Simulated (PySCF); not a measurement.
# Correlation energy of Dy²⁺ (dysprosium, charge +2)

[Xe] 4f9 6s1, one real determinant (an excited configuration). Computed with PySCF 2.14 in ANO-RCC-VTZP (8s7p5d3f2g1h, 104 functions), with the spin-free X2C one-electron Hamiltonian (Gaussian nucleus). Frozen: [Kr] 4d10; 18 electrons correlated.

MP2 pair energies summed by pair of shells (mhartree):

```csv
pair,energy,share (%)
4f-4f,-257.01,35.6
4f-5p,-212.12,29.4
5p-5p,-130.42,18.1
4f-5s,-46.19,6.4
5s-5p,-35.21,4.9
5p-6s,-22.70,3.1
4f-6s,-9.98,1.4
5s-5s,-6.39,0.9
5s-6s,-1.31,0.2
```

Total MP2 correlation energy: -721.33 mhartree.

Same-spin part -302.13 and opposite-spin part -419.19 mhartree; SCS-MP2 scales them by 1/3 and 6/5 to -603.74 mhartree.

The reference is one real determinant that mixes LS terms of this configuration.
